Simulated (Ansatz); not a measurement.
Geometry optimisation, RKS B3LYP-D4/6-31G (Ansatz).

input.yaml

```yaml
crystal:
  periodic: [false, false, false]
  atoms:
    - { symbol: F, position_ang: [-1.3433, 1.2561, 0.6551] }
    - { symbol: C, position_ang: [-0.2979, 0.8004, 1.3225] }
    - { symbol: C, position_ang: [0.0988, -0.5346, 0.7201] }
    - { symbol: Al, position_ang: [0.8382, -0.3457, -1.1616] }
    - { symbol: S, position_ang: [2.73224, 0.97368, -1.39375] }
    - { symbol: H, position_ang: [0.5403, 1.5499, 1.2645] }
    - { symbol: H, position_ang: [-0.5415, 0.6672, 2.3943] }
    - { symbol: H, position_ang: [-0.6844, -1.2277, 0.7525] }
    - { symbol: H, position_ang: [0.9671, -0.9409, 1.3791] }
    - { symbol: H, position_ang: [0.25331, -1.13165, -2.33657] }
    - { symbol: H, position_ang: [3.58049, -0.11714, -1.0863] }
basis:
  gaussian: { orbitals: "6-31G" }
hamiltonian:
  xc: b3lyp
  dispersion: d4
relax:
  f_tol: 0.015
  max_steps: 40
```

Run as:

```bash
$ ansatz run input.yaml --threads 1 --pin off --max-ram 2048MiB --backend cpu --events-out ev --progress --plain --runs-dir out
```

Where does it end, and by what steps?

It converged. Limits of this set-up: no polarisation functions. After 26 steps the energy has fallen by 2.229 eV; F1 moved furthest, 2.09 Å. Parted: F1–C2, C3–Al4. Joined: F1–Al4.

| step | energy less start (eV) | largest force component (eV/Å) | accepted |
| --- | --- | --- | --- |
| 0 | 0.0000 | 4.126 | yes |
| 1 | -0.4487 | 2.032 | yes |
| 2 | -0.5841 | 0.609 | yes |
| 3 | -0.6531 | 0.452 | yes |
| 4 | -0.7455 | 0.348 | yes |
| 5 | -0.8726 | 0.356 | yes |
| 6 | -0.9854 | 0.432 | yes |
| 7 | -1.0696 | 0.976 | yes |
| 8 | -1.1414 | 0.283 | yes |
| 9 | -1.1802 | 0.283 | yes |
| 10 | -1.1891 | 0.889 | yes |
| 11 | -1.1460 | 2.104 | no |
| 12 | -1.2523 | 0.307 | yes |
| 13 | -1.2764 | 0.184 | yes |
| 14 | -1.3007 | 0.177 | yes |
| 15 | -1.3099 | 0.367 | yes |
| 16 | -1.3090 | 0.726 | no |
| 17 | -1.3321 | 0.321 | yes |
| 18 | -1.3879 | 0.493 | yes |
| 19 | -1.5308 | 1.100 | yes |
| 20 | -1.7736 | 1.519 | yes |
| 21 | -1.9543 | 1.525 | yes |
| 22 | -2.1515 | 1.321 | yes |
| 23 | -2.1991 | 0.605 | yes |
| 24 | -2.2264 | 0.060 | yes |
| 25 | -2.2285 | 0.034 | yes |
| 26 | -2.2292 | 0.013 | yes |

```xyz
11
Properties=species:S:1:pos:R:3
F 0.000 1.934 -0.803
C -0.140 0.343 1.560
C 0.276 -0.900 1.244
Al 0.464 0.300 -1.107
S 2.695 -0.057 -1.373
H 0.549 1.110 1.899
H -1.184 0.635 1.497
H -0.423 -1.677 0.947
H 1.316 -1.196 1.339
H -0.571 -0.706 -1.758
H 3.161 1.165 -0.935
```

Time of the run: 99 s on 1 thread of Arm Neoverse V2, on a shared host, peak memory 0.16 GiB.
